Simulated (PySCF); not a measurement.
**CuH₂ + CuF₂ → 2 CuHF**

Level: PBE0 in the def2-TZVP basis family, all electrons, no relativity, computed in PySCF with density fitting; open shells unrestricted.

| species | state and structure | E (Eh) | ZPE (kJ/mol) | H(298 K) − H(0) (kJ/mol) | S° (J/(mol K)) |
| --- | --- | --- | --- | --- | --- |
| CuH₂ | doublet, C2v, Cu–H 1.521 Å (×2); H–Cu–H 120.5° | -1641.38747 | 24.3 | 10.3 | 223.1 |
| CuF₂ | doublet, D∞h, Cu–F 1.724 Å (×2) | -1839.86890 | 10.4 | 12.4 | 256.6 |
| CuHF | doublet, C∞v, Cu–F 1.754 Å, Cu–H 1.483 Å; F–Cu–H 180.0° | -1740.63066 | 21.6 | 10.3 | 238.5 |

(1) What is the electronic reaction energy?

(2) Add zero-point, thermal and entropy terms for 298.15 K and 1 bar.

Answers

(1) At PBE0/def2-TZVP, ΔE = -13.0 kJ/mol from the differences of the total energies times 2625.5, downhill. The bond energies do not simply add up: the mixed species is favoured.

(2) ΔZPE = 8.5 and Δ[H(298) − H(0)] = -2.1 kJ/mol give ΔH° = -6.6 kJ/mol. ΔS° = -2.7 J/(mol K), so ΔG° = -6.6 − 298.15 × (-0.0027) = -6 kJ/mol and log₁₀K = 1.0.

Open d or f shells are single determinants, so the state found may not be the ground state. The structures come from searches over a few start shapes, so lower isomers are not excluded.
